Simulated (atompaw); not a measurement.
An all-electron radial function and its pseudo partner (bromine (Br))

Columns: radius, all-electron u(r) and pseudo u(r) of the 3d shell (level -67.00 eV) of bromine in the configuration [Ar] 3d10 4s2 4p5; LDA (PW92), scalar-relativistic, PAW (atompaw) scheme, atompaw 4.2.0.5.

```csv
r (bohr),all-electron,pseudo
0.067,0.1024,0.0011
0.135,0.4273,0.0080
0.202,0.7836,0.0219
0.269,1.0584,0.0392
0.337,1.2243,0.0562
0.404,1.2898,0.0736
0.471,1.2839,0.0996
0.538,1.2313,0.1434
0.606,1.1500,0.2070
0.673,1.0560,0.2751
0.740,0.9571,0.3277
0.808,0.8576,0.3556
0.875,0.7638,0.3745
0.942,0.6763,0.4146
1.010,0.5948,0.4764
1.077,0.5222,0.5018
1.144,0.4570,0.4570
1.212,0.3982,0.3982
1.279,0.3468,0.3468
1.346,0.3016,0.3016
1.413,0.2618,0.2618
1.481,0.2266,0.2266
1.548,0.1962,0.1962
1.615,0.1698,0.1698
1.683,0.1465,0.1465
1.750,0.1266,0.1266
```

(1) How many radial nodes do the two functions have?

(2) At about which radius was the pseudo-wave matched?

(3) Where does each function peak?

(4) Is the pseudo-wave norm-conserving?

Answers

(1) The all-electron 3d function has n − l − 1 = 0; the pseudo-wave has 0.

(2) 1.15 bohr, where the columns begin to agree (steps of 0.07 bohr).

(3) Outermost all-electron maximum near 0.40 bohr, pseudo maximum near 1.08 bohr (to the table’s step).

(4) No, it belongs to a PAW set: the norm inside the radius is not constrained, and the difference is carried by the augmentation charge.
